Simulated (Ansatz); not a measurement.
```yaml
atoms:
  - { symbol: Mg, position_ang: [0.0000, 0.0000, 0.0000] }
  - { symbol: Si, position_ang: [0.0000, 2.1082, 1.2172] }
  - { symbol: Si, position_ang: [0.0000, -2.1082, 1.2172] }
```

Basis set: pcseg-2 (spherical functions). Charge 0, multiplicity 3.

Computed with Ansatz (development build ahead of 0.2.0); each method stands on the lowest determinant of its kind that the runs found. Restricted functionals stand beside restricted open-shell atoms, which can lie above the unrestricted atoms usual in DFT and then raise those values.

The atomization energy at this shape (free ground-state atoms in the same class of orbitals less the molecule, no zero-point energy) of triplet MgSi₂:

```
                     method  atomization energy
PBE (restricted open-shell)             2.09 eV
```

(1) What does PBE (unrestricted) give?

Answers

(1) 2.34 eV. Caution: other spin multiplicities may lie lower. Caution for PBE (unrestricted): the unrestricted determinant is a mixture of spin states.

The shape needn't be a minimum at these levels.
